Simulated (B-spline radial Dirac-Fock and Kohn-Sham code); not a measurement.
## The K-LL Auger spectrum of Nd⁺

System: Nd⁺, [Xe] 4f3 6s2 (an excited configuration).

Model: relaxed Dirac-Fock hole states (ΔSCF) with Breit and QED corrections and a finite nucleus. Program: a radial B-spline solver. The two-hole levels come from diagonalising the Coulomb interaction among the jj configurations; intensities are independent-particle Coulomb rates. Kinetic energies are from the vacuum level. Correlation and solid-state effects are left out. Open outer shells are spectators and are not coupled to the holes. The rates lack the Breit term, which in heavy atoms raises K-L1L1 and K-L1L2. Labels follow the leading weight; the literature often keeps the label of the LS limit.

```
kinetic energy (eV)  J  leading jj holes (weight)  leading LS term (weight)  intensity (%)
            29107.5  0                L1L1 (0.99)                ¹S0 (0.99)            9.4
            29520.4  1                L1L2 (0.99)                ³P1 (0.58)           14.0
            29556.4  0                L1L2 (1.00)                ³P0 (1.00)            1.4
            29891.1  0                L2L2 (0.99)                ³P0 (0.63)            2.6
            30016.3  1                L1L3 (0.99)                ¹P1 (0.58)           11.8
            30077.1  2                L1L3 (1.00)                ³P2 (1.00)            2.9
            30419.8  2                L2L3 (1.00)                ¹D2 (0.69)           40.8
            30440.9  1                L2L3 (1.00)                ³P1 (1.00)            0.1
            30913.2  0                L3L3 (1.00)                ¹S0 (0.63)            2.5
            30951.8  2                L3L3 (1.00)                ³P2 (0.69)           14.7
```

The strongest line, by its leading LS label ¹D2, lies at 30419.8 eV. The mean weight of the leading component is 1.00 in jj and 0.78 in LS coupling, so jj labels describe these levels better.

Values without a named source are computed, but for edge energies of neutral atoms, which are taken from tables.
